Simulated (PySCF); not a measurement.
Computed shifts of a molecule GeH₆O₂Si, PBE/pcSseg-1 in PySCF, GIAO, gas phase, atoms alike by connectivity averaged where their shifts nearly agree, in ppm (number of nuclei): ²⁹Si: -29.4 (1). ¹H: 5.81 (2), 5.81 (2), 3.87 (1), 0.28 (1). References: ¹⁷O against H2O (σ = 334.3 ppm); ²⁹Si against TMS (σ = 335.4 ppm); ⁷³Ge against GeH4 (σ = 1614.4 ppm); ¹H against TMS (σ = 31.49 ppm), references at their B3LYP-D3(BJ)/def2-TZVP geometries, non-relativistic. Coordinates come from a B3LYP-D3(BJ)/def2-SVP optimisation. The values are those of a single conformer.

Task: Pick the molecule that these values belong to.
A) O[SiH2][O][GeH3]
B) O[SiH2][GeH2][OH]
C) O[SiH](O)[GeH3]
D) [OH][GeH2][O][SiH3]

Result: B, O[SiH2][GeH2][OH]
